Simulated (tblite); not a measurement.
Record of a relaxation.

C4H3O4 (charge -1).
Numbering: `[O:1]=[CH:2][O:3]/[CH:4]=[CH:5]/[C:6](=[O:7])[O-:8]` (hydrogens: H9 on C2; H10 on C4; H11 on C5)
Bond orders are those of one Lewis drawing.

Computed with GFN2-xTB (tblite), gas phase: L-BFGS steps from a force-field or distance-geometry start until the largest atomic force falls under 0.01 eV/Å. 14 of its 33 geometries are shown.

Step 0: E = -722.8455 eV, largest atomic force 2.391 eV/Å
```
atom  x, y, z in Å  |  force x, y, z in eV/Å
O1     -2.607   -1.288    0.454    0.299   2.240  -0.605
C2     -2.491   -0.101    0.157    1.556  -1.157   0.412
O3     -1.340    0.620   -0.016   -2.076  -1.168   0.209
C4     -0.140   -0.044    0.128    0.733  -0.385   0.202
C5      1.026    0.578   -0.019   -0.781   0.104  -0.128
C6      2.362   -0.131    0.134    1.750  -0.113   0.130
O7      2.324   -1.351    0.431    0.159   1.258  -0.340
O8      3.371    0.627   -0.050   -1.503  -1.314   0.283
H9     -3.336    0.567    0.009   -0.280   0.212  -0.078
H10    -0.218   -1.104    0.397    0.103   0.424  -0.137
H11     1.055    1.630   -0.285    0.040  -0.101   0.052
```

Step 2: E = -723.0184 eV, largest atomic force 1.282 eV/Å
```
atom  x, y, z in Å  |  force x, y, z in eV/Å
O1     -2.602   -1.267    0.448    0.143   0.843  -0.231
C2     -2.461   -0.096    0.159   -0.707  -1.022   0.314
O3     -1.383    0.593   -0.012    0.493   0.172  -0.086
C4     -0.128   -0.053    0.132   -0.243   0.004   0.061
C5      1.010    0.583   -0.023   -0.119   0.128  -0.079
C6      2.388   -0.139    0.139   -0.069   0.277  -0.033
O7      2.329   -1.329    0.425    0.119  -0.512   0.113
O8      3.352    0.607   -0.046    0.297   0.062  -0.028
H9     -3.340    0.570    0.008   -0.006   0.025  -0.022
H10    -0.214   -1.095    0.394    0.133  -0.077   0.001
H11     1.056    1.628   -0.283   -0.043   0.101  -0.010
```

Step 5: E = -723.0358 eV, largest atomic force 0.211 eV/Å
```
atom  x, y, z in Å  |  force x, y, z in eV/Å
O1     -2.599   -1.260    0.445   -0.078  -0.190   0.050
C2     -2.474   -0.101    0.163   -0.004   0.147  -0.043
O3     -1.380    0.591   -0.013   -0.042   0.044  -0.008
C4     -0.135   -0.052    0.136    0.048   0.005   0.007
C5      1.004    0.586   -0.026    0.011   0.011  -0.006
C6      2.389   -0.138    0.140    0.013   0.056  -0.028
O7      2.336   -1.335    0.426    0.036  -0.085   0.027
O8      3.360    0.603   -0.045    0.049  -0.014   0.009
H9     -3.342    0.573    0.006   -0.064   0.044  -0.009
H10    -0.206   -1.099    0.394    0.088  -0.023   0.001
H11     1.052    1.634   -0.284   -0.058   0.007   0.001
```

Step 7: E = -723.0374 eV, largest atomic force 0.086 eV/Å
```
atom  x, y, z in Å  |  force x, y, z in eV/Å
O1     -2.602   -1.262    0.445   -0.084   0.017   0.009
C2     -2.478   -0.100    0.164   -0.004  -0.029  -0.022
O3     -1.383    0.591   -0.014    0.002   0.012   0.018
C4     -0.136   -0.052    0.138    0.028  -0.012  -0.015
C5      1.003    0.587   -0.028    0.076   0.012   0.010
C6      2.392   -0.138    0.140    0.013  -0.017  -0.017
O7      2.341   -1.336    0.427   -0.018   0.008   0.007
O8      3.364    0.600   -0.045    0.014   0.022   0.003
H9     -3.346    0.576    0.005   -0.030  -0.001   0.006
H10    -0.198   -1.101    0.394    0.049   0.021  -0.003
H11     1.048    1.637   -0.284   -0.046  -0.033   0.005
```

Step 10: E = -723.0388 eV, largest atomic force 0.065 eV/Å
```
atom  x, y, z in Å  |  force x, y, z in eV/Å
O1     -2.614   -1.260    0.445   -0.037   0.030  -0.011
C2     -2.482   -0.100    0.162   -0.003   0.007   0.012
O3     -1.385    0.589   -0.012    0.029  -0.056   0.016
C4     -0.132   -0.052    0.137   -0.005  -0.007  -0.007
C5      1.007    0.587   -0.028   -0.034  -0.008  -0.002
C6      2.396   -0.140    0.139    0.021   0.042   0.009
O7      2.343   -1.337    0.428   -0.014   0.000  -0.006
O8      3.369    0.599   -0.044   -0.008  -0.006  -0.005
H9     -3.352    0.578    0.005    0.038  -0.010  -0.004
H10    -0.185   -1.100    0.393    0.000  -0.003   0.001
H11     1.040    1.637   -0.284    0.014   0.011  -0.003
```

Step 12: E = -723.0392 eV, largest atomic force 0.041 eV/Å
```
atom  x, y, z in Å  |  force x, y, z in eV/Å
O1     -2.620   -1.259    0.445   -0.025  -0.029   0.003
C2     -2.483   -0.099    0.162    0.010   0.001   0.013
O3     -1.384    0.586   -0.011   -0.001   0.001  -0.003
C4     -0.131   -0.053    0.137    0.006  -0.022   0.007
C5      1.007    0.588   -0.028   -0.005   0.011  -0.006
C6      2.398   -0.139    0.139   -0.028  -0.002   0.007
O7      2.343   -1.336    0.427    0.001   0.020  -0.006
O8      3.370    0.599   -0.044    0.010   0.010  -0.004
H9     -3.351    0.579    0.004    0.020   0.033  -0.013
H10    -0.182   -1.100    0.393   -0.002  -0.035   0.006
H11     1.038    1.637   -0.284    0.014   0.012  -0.003
```

Step 15: E = -723.0397 eV, largest atomic force 0.040 eV/Å
```
atom  x, y, z in Å  |  force x, y, z in eV/Å
O1     -2.633   -1.259    0.445    0.017  -0.005   0.007
C2     -2.485   -0.100    0.164   -0.013  -0.015  -0.014
O3     -1.382    0.579   -0.008   -0.010   0.000  -0.001
C4     -0.129   -0.058    0.137    0.014  -0.003   0.012
C5      1.006    0.589   -0.029    0.013  -0.006   0.006
C6      2.398   -0.135    0.139   -0.012  -0.011  -0.021
O7      2.342   -1.333    0.426    0.005   0.001   0.008
O8      3.372    0.600   -0.044   -0.017   0.019   0.004
H9     -3.346    0.584    0.002    0.005   0.040  -0.003
H10    -0.177   -1.105    0.394    0.007  -0.011  -0.001
H11     1.038    1.639   -0.285   -0.009  -0.010   0.002
```

Step 17: E = -723.0399 eV, largest atomic force 0.023 eV/Å
```
atom  x, y, z in Å  |  force x, y, z in eV/Å
O1     -2.636   -1.259    0.445    0.009   0.015   0.000
C2     -2.486   -0.101    0.164   -0.002   0.006  -0.011
O3     -1.381    0.577   -0.008    0.010  -0.014   0.003
C4     -0.127   -0.059    0.138   -0.010   0.000   0.006
C5      1.007    0.589   -0.029   -0.008  -0.014   0.002
C6      2.397   -0.134    0.138    0.010   0.004  -0.004
O7      2.342   -1.332    0.427    0.006  -0.009   0.003
O8      3.372    0.602   -0.044   -0.020   0.011  -0.002
H9     -3.344    0.588    0.001    0.007   0.005   0.003
H10    -0.175   -1.108    0.394    0.008   0.008  -0.004
H11     1.037    1.640   -0.285   -0.011  -0.013   0.004
```

Step 20: E = -723.0400 eV, largest atomic force 0.018 eV/Å
```
atom  x, y, z in Å  |  force x, y, z in eV/Å
O1     -2.638   -1.258    0.445   -0.010   0.004  -0.005
C2     -2.486   -0.100    0.163    0.010   0.012   0.009
O3     -1.381    0.575   -0.007    0.003   0.017  -0.006
C4     -0.128   -0.061    0.139   -0.003  -0.009  -0.004
C5      1.006    0.588   -0.029   -0.003  -0.005  -0.001
C6      2.397   -0.134    0.137   -0.005   0.001   0.012
O7      2.343   -1.331    0.427    0.016   0.003  -0.005
O8      3.369    0.605   -0.045    0.002   0.004  -0.005
H9     -3.342    0.592    0.001   -0.001  -0.009  -0.001
H10    -0.172   -1.109    0.394   -0.003  -0.012   0.005
H11     1.036    1.638   -0.285   -0.008  -0.005   0.002
```

Step 22: E = -723.0401 eV, largest atomic force 0.024 eV/Å
```
atom  x, y, z in Å  |  force x, y, z in eV/Å
O1     -2.640   -1.257    0.445   -0.003  -0.002  -0.003
C2     -2.486   -0.099    0.163   -0.002   0.003   0.008
O3     -1.379    0.574   -0.007   -0.005   0.013  -0.004
C4     -0.128   -0.063    0.140    0.011  -0.011  -0.006
C5      1.005    0.586   -0.029    0.010   0.001   0.005
C6      2.397   -0.134    0.138   -0.004  -0.002  -0.002
O7      2.346   -1.331    0.427    0.014   0.007  -0.001
O8      3.368    0.607   -0.046    0.010   0.003   0.000
H9     -3.340    0.594    0.000   -0.010   0.002  -0.003
H10    -0.170   -1.111    0.394   -0.016  -0.016   0.007
H11     1.033    1.636   -0.284   -0.005   0.000  -0.001
```

Step 25: E = -723.0403 eV, largest atomic force 0.027 eV/Å
```
atom  x, y, z in Å  |  force x, y, z in eV/Å
O1     -2.643   -1.255    0.444    0.005   0.004   0.003
C2     -2.485   -0.097    0.163   -0.011  -0.003  -0.010
O3     -1.378    0.574   -0.007    0.003  -0.022   0.007
C4     -0.127   -0.067    0.140   -0.004   0.001   0.001
C5      1.005    0.583   -0.028   -0.002  -0.004   0.004
C6      2.397   -0.132    0.138    0.024   0.006  -0.010
O7      2.351   -1.330    0.426    0.002  -0.001   0.003
O8      3.366    0.611   -0.047    0.007   0.004   0.002
H9     -3.340    0.597   -0.001   -0.005   0.008   0.002
H10    -0.171   -1.116    0.396   -0.021   0.009  -0.003
H11     1.030    1.634   -0.284    0.001  -0.002   0.000
```

Step 27: E = -723.0404 eV, largest atomic force 0.022 eV/Å
```
atom  x, y, z in Å  |  force x, y, z in eV/Å
O1     -2.645   -1.252    0.444   -0.008   0.000   0.005
C2     -2.486   -0.095    0.163   -0.002  -0.007  -0.013
O3     -1.377    0.573   -0.007   -0.001  -0.012   0.003
C4     -0.127   -0.071    0.140   -0.016   0.010   0.010
C5      1.005    0.581   -0.026   -0.009  -0.008  -0.007
C6      2.400   -0.131    0.137    0.021   0.006   0.005
O7      2.357   -1.329    0.426    0.004  -0.002  -0.001
O8      3.366    0.615   -0.047    0.006   0.002  -0.003
H9     -3.340    0.601   -0.002    0.011   0.001   0.005
H10    -0.174   -1.119    0.397   -0.011   0.016  -0.008
H11     1.026    1.631   -0.283    0.005  -0.006   0.003
```

Step 30: E = -723.0405 eV, largest atomic force 0.020 eV/Å
```
atom  x, y, z in Å  |  force x, y, z in eV/Å
O1     -2.649   -1.250    0.444   -0.013  -0.008   0.000
C2     -2.487   -0.093    0.161    0.001  -0.005   0.007
O3     -1.376    0.571   -0.007   -0.010   0.015  -0.008
C4     -0.128   -0.074    0.141    0.003   0.006   0.004
C5      1.005    0.577   -0.026    0.006   0.000  -0.003
C6      2.403   -0.130    0.137   -0.011  -0.006   0.004
O7      2.363   -1.328    0.426    0.015   0.001  -0.001
O8      3.367    0.620   -0.049   -0.001   0.001  -0.001
H9     -3.338    0.605   -0.002    0.006  -0.002  -0.001
H10    -0.178   -1.122    0.397    0.000  -0.001  -0.002
H11     1.023    1.628   -0.282    0.006  -0.001   0.001
```

Step 32: E = -723.0405 eV, largest atomic force 0.008 eV/Å
```
atom  x, y, z in Å  |  force x, y, z in eV/Å
O1     -2.651   -1.250    0.444   -0.003  -0.001  -0.002
C2     -2.487   -0.093    0.161   -0.003   0.001   0.006
O3     -1.376    0.571   -0.007   -0.001  -0.001   0.000
C4     -0.128   -0.075    0.141    0.003   0.001  -0.003
C5      1.005    0.576   -0.026    0.003   0.002   0.003
C6      2.404   -0.129    0.137   -0.004  -0.004  -0.004
O7      2.366   -1.327    0.426    0.007  -0.002   0.002
O8      3.367    0.621   -0.049   -0.007   0.003   0.001
H9     -3.337    0.606   -0.002   -0.005  -0.001  -0.002
H10    -0.180   -1.123    0.397    0.001   0.001   0.000
H11     1.023    1.627   -0.282    0.008   0.001  -0.001
```

Task: Summarise the path.

Result: The energy falls by 18.82 kJ/mol from step 0 to step 32; nine tenths of that is first reached at step 3. It falls at every step. The largest force goes from 2.391 to 0.008 eV/Å. Among the bonds C2–O3 changes most, from 1.369 to 1.306 Å; the atoms move by 0.040 Å rms after alignment.

Task: Follow the three bonds and two angles with the largest change from start to end.

Result: 
| step | E above end (kJ/mol) | largest force (eV/Å) | C2–O3 (Å) | C5–C6 (Å) | C6–O8 (Å) | C2–O3–C4 (°) | C4–C5–H11 (°) |
| --- | --- | --- | --- | --- | --- | --- | --- |
| 0 | 18.82 | 2.391 | 1.369 | 1.520 | 1.275 | 117.7 | 120.3 |
| 1 | 3.89 | 2.152 | 1.326 | 1.554 | 1.228 | 117.6 | 121.7 |
| 3 | 0.82 | 0.165 | 1.307 | 1.561 | 1.238 | 118.6 | 122.3 |
| 4 | 0.64 | 0.121 | 1.307 | 1.565 | 1.235 | 118.7 | 122.4 |
| 6 | 0.36 | 0.128 | 1.306 | 1.575 | 1.234 | 119.0 | 122.6 |
| 7 | 0.30 | 0.086 | 1.306 | 1.576 | 1.235 | 119.0 | 122.5 |
| 8 | 0.24 | 0.098 | 1.306 | 1.576 | 1.235 | 119.1 | 122.3 |
| 10 | 0.16 | 0.065 | 1.307 | 1.577 | 1.235 | 119.4 | 121.8 |
| 11 | 0.15 | 0.034 | 1.307 | 1.578 | 1.235 | 119.6 | 121.8 |
| 13 | 0.11 | 0.051 | 1.307 | 1.578 | 1.234 | 119.8 | 121.9 |
| 14 | 0.09 | 0.052 | 1.307 | 1.578 | 1.234 | 119.9 | 122.0 |
| 15 | 0.08 | 0.040 | 1.307 | 1.578 | 1.235 | 120.1 | 122.1 |
| 17 | 0.06 | 0.023 | 1.307 | 1.576 | 1.235 | 120.2 | 122.2 |
| 18 | 0.06 | 0.017 | 1.307 | 1.576 | 1.235 | 120.2 | 122.2 |
| 19 | 0.05 | 0.017 | 1.307 | 1.576 | 1.235 | 120.3 | 122.1 |
| 21 | 0.04 | 0.021 | 1.306 | 1.576 | 1.235 | 120.3 | 122.1 |
| 22 | 0.04 | 0.024 | 1.306 | 1.575 | 1.235 | 120.3 | 122.1 |
| 24 | 0.03 | 0.022 | 1.306 | 1.575 | 1.235 | 120.3 | 122.0 |
| 25 | 0.03 | 0.027 | 1.306 | 1.574 | 1.235 | 120.2 | 122.0 |
| 26 | 0.02 | 0.028 | 1.306 | 1.574 | 1.235 | 120.3 | 121.9 |
| 28 | 0.01 | 0.020 | 1.306 | 1.575 | 1.235 | 120.3 | 121.7 |
| 29 | 0.01 | 0.019 | 1.306 | 1.575 | 1.235 | 120.4 | 121.7 |
| 31 | 0.00 | 0.012 | 1.306 | 1.576 | 1.235 | 120.4 | 121.6 |
| 32 | 0.00 | 0.008 | 1.306 | 1.576 | 1.235 | 120.4 | 121.6 |

The cost below is that of the whole relaxation. On an Arm Neoverse V1 with one thread, shared host with 32 logical CPUs at a one-minute load of 15, this took 0.15 s wall.
